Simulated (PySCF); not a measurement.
Compound: 2,3,3-trimethylpentane, C₈H₁₈.
Bonds: C1–C2, C2–C3, C3–C4, C3–C5, C3–C6, C6–C7, C6–C8. Hydrogens: H9, H10, H11 on C1; H12, H13 on C2; H14, H15, H16 on C4; H17, H18, H19 on C5; H20 on C6; H21, H22, H23 on C7; H24, H25, H26 on C8.

Method: PySCF 2.14.0, PBE0-D3(BJ)/def2-SVP geometry optimisation, gas phase; density fitting, grid level 1; the optimiser is geomeTRIC in internal coordinates, started from a GFN2-xTB structure with every atom displaced at random (about 0.01 Å).

Step 0: E = -8574.2548 eV
```
atom  x, y, z in Å  |  force x, y, z in eV/Å
C1      2.5030    0.7342    0.6421   -1.858   0.713  -0.497
C2      1.8507    0.0716   -0.5762   -0.598   0.481   1.018
C3      0.4803   -0.6246   -0.3408    1.163  -0.058   0.257
C4      0.7449   -1.7748    0.6530   -2.842   0.549   0.060
C5      0.0508   -1.2258   -1.6820   -0.131   0.598   0.646
C6     -0.5532    0.3717    0.2374   -0.041  -0.186  -0.516
C7     -0.7464    1.6083   -0.6273    0.238  -0.552  -0.460
C8     -1.8989   -0.2724    0.4862   -0.271  -0.147   0.456
H9      2.6282    0.0599    1.4704    0.219  -0.604   0.606
H10     1.8639    1.5775    1.0069    0.360  -0.376  -0.111
H11     3.4455    1.1620    0.3724    1.045   0.342  -0.198
H12     1.7496    0.8101   -1.3677   -0.029   0.352  -0.397
H13     2.5276   -0.6716   -0.9472    0.670  -0.817  -0.494
H14     0.8248   -1.4072    1.6774    0.227   0.082   0.293
H15    -0.1390   -2.4696    0.6473    0.642   0.290   0.063
H16     1.5964   -2.3332    0.3892    1.526  -0.936  -0.426
H17    -0.0771   -0.4352   -2.4263   -0.051   0.048  -0.284
H18    -0.8888   -1.7606   -1.5609   -0.359  -0.266  -0.152
H19     0.8061   -1.9216   -2.0322    0.330  -0.339  -0.237
H20    -0.1958    0.7056    1.2172    0.308   0.048   0.221
H21    -1.1605    1.3427   -1.6170    0.120   0.032   0.062
H22    -1.4714    2.2491   -0.1602   -0.577   0.691   0.385
H23     0.1731    2.1803   -0.7806    0.146   0.101  -0.019
H24    -2.5794    0.4484    0.9602   -0.052   0.022   0.138
H25    -1.8203   -1.1502    1.1525   -0.103   0.126  -0.135
H26    -2.3901   -0.5754   -0.4409   -0.082  -0.194  -0.279
```

Step 1: E = -8574.4444 eV
```
atom  x, y, z in Å  |  force x, y, z in eV/Å
C1      2.4744    0.7761    0.6301    0.254   0.003   0.121
C2      1.8545    0.0760   -0.5641    0.097  -0.138  -0.209
C3      0.5044   -0.6336   -0.3343   -0.161   0.031  -0.014
C4      0.7013   -1.7834    0.6579    0.478  -0.280  -0.135
C5      0.0585   -1.2239   -1.6742    0.057  -0.062  -0.024
C6     -0.5583    0.3569    0.2271    0.058   0.041   0.098
C7     -0.7418    1.6117   -0.6203   -0.103   0.122   0.100
C8     -1.9211   -0.2799    0.4909   -0.010  -0.005  -0.044
H9      2.6285    0.0914    1.4835   -0.010   0.077  -0.110
H10     1.8563    1.6123    0.9869   -0.042   0.038   0.021
H11     3.4622    1.1986    0.3656   -0.156  -0.092   0.048
H12     1.7479    0.8013   -1.3903   -0.030  -0.042   0.033
H13     2.5573   -0.6908   -0.9506   -0.071   0.132   0.098
H14     0.8719   -1.4218    1.6816    0.020   0.037   0.069
H15    -0.1622   -2.4604    0.6869   -0.076  -0.018  -0.012
H16     1.5857   -2.3981    0.3673   -0.344   0.223   0.114
H17    -0.0637   -0.4469   -2.4442    0.003  -0.005  -0.010
H18    -0.8946   -1.7663   -1.5819    0.012  -0.006  -0.020
H19     0.8115   -1.9410   -2.0441   -0.048   0.046   0.008
H20    -0.1697    0.6820    1.2111   -0.015  -0.005  -0.045
H21    -1.1290    1.3719   -1.6216   -0.006  -0.012  -0.062
H22    -1.4774    2.2850   -0.1450    0.082  -0.060  -0.054
H23     0.1883    2.1837   -0.7459    0.015  -0.006  -0.004
H24    -2.5859    0.4438    0.9862   -0.009   0.004   0.019
H25    -1.8571   -1.1643    1.1398   -0.001  -0.010   0.008
H26    -2.4180   -0.5809   -0.4454    0.005  -0.014   0.005
```

Task: Estimate the geometry and energy of step 2. (The exact step hangs on the optimiser's Hessian estimate; all steps are aligned on step 1, rigid shifts and turns removed.)

Result: E = -8574.4511 eV, largest force 0.122 eV/Å
```
atom  x, y, z in Å  |  force x, y, z in eV/Å
C1      2.4732    0.7754    0.6312    0.023   0.034   0.023
C2      1.8521    0.0751   -0.5664    0.027  -0.024  -0.051
C3      0.5012   -0.6346   -0.3352   -0.060   0.016   0.002
C4      0.7065   -1.7842    0.6590    0.090  -0.080  -0.021
C5      0.0586   -1.2270   -1.6770    0.016  -0.004   0.020
C6     -0.5593    0.3589    0.2284    0.018  -0.003   0.013
C7     -0.7411    1.6159   -0.6190   -0.023   0.010   0.006
C8     -1.9220   -0.2799    0.4916   -0.003   0.007  -0.017
H9      2.6282    0.0900    1.4790   -0.006   0.001  -0.013
H10     1.8533    1.6113    0.9914    0.002  -0.008  -0.002
H11     3.4572    1.1946    0.3687   -0.015  -0.013  -0.001
H12     1.7407    0.7976   -1.3925   -0.005   0.002   0.009
H13     2.5578   -0.6854   -0.9468   -0.006   0.015   0.025
H14     0.8832   -1.4189    1.6828   -0.007   0.008  -0.005
H15    -0.1620   -2.4584    0.6918   -0.008   0.017   0.012
H16     1.5789   -2.3961    0.3684   -0.071   0.046   0.011
H17    -0.0643   -0.4508   -2.4477   -0.002   0.003   0.000
H18    -0.8920   -1.7741   -1.5899   -0.003  -0.004  -0.002
H19     0.8134   -1.9393   -2.0469    0.002   0.006   0.000
H20    -0.1700    0.6838    1.2108   -0.001  -0.005  -0.007
H21    -1.1267    1.3771   -1.6232    0.010  -0.002  -0.002
H22    -1.4722    2.2910   -0.1467    0.008  -0.009  -0.002
H23     0.1922    2.1835   -0.7436    0.004  -0.005  -0.003
H24    -2.5885    0.4416    0.9891   -0.001  -0.003   0.004
H25    -1.8559   -1.1649    1.1401    0.002   0.000   0.002
H26    -2.4183   -0.5829   -0.4442    0.006  -0.005   0.000
```

The energy changes by -0.0067 eV. The first-order estimate −F·Δx gives -0.0113 eV and the mean of the old and new forces, exact on a quadratic surface, -0.0066 eV. The step makes an angle of 66° with the force vector and moves no atom by more than 0.012 Å.

What follows is the cost of the whole optimisation. On an AMD EPYC 9R45 with one thread, shared host with 96 logical CPUs at a one-minute load of 11, this took 99 s and 0.92 GiB of memory at its peak.
